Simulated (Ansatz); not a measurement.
Calculated with Ansatz (gas phase, PBE0-D4/def2-TZVP geometries, no zero-point term in ΔE). CBS: MP2 limit from def2 TZ/QZ plus the TZ coupled-cluster correction, frozen cores. This one scheme is used for every species. DFT in def2-TZVPP. One conformer a species, not always the lowest.

`B[SiH2][SiH3]` + `OBO` → `OBO[SiH2][SiH3]` + BH₃  (cleavage of the Si–B bond)

Task: Is it downhill or uphill in electronic energy at CCSD(T)/CBS, and by how much? (Estimate.)

Result: Ansatz gave: Downhill: ΔE = -21.1 kcal/mol.

Task: What do these levels give: PBE, r2SCAN, MP2/def2-TZVPP, SCS-MP2/def2-TZVPP, CCSD/def2-TZVPP, HF/CBS(def2)? (An estimate is asked.)

Result: The calculation gave: PBE -14.3, r2SCAN -18.5, MP2/def2-TZVPP -22.7, SCS-MP2/def2-TZVPP -23.9, CCSD/def2-TZVPP -21.7, HF/CBS(def2) -27.4 kcal/mol.

Largest T1 diagnostic among the species: 0.014.

In def2-TZVPP, CCSD(T) changes the Hartree–Fock value by +5.9 kcal/mol (the triples alone add +0.7 kcal/mol) and MP2 by +4.2 kcal/mol. The D4 term adds −0.9 kcal/mol with B3LYP and −0.5 kcal/mol with PBE0; it sums over pairs of atoms, weighted by their polarisabilities, and B3LYP, whose exchange is more repulsive, gets the larger term.

B3LYP here is the variant with VWN-RPA as its local correlation; programs differ in this.
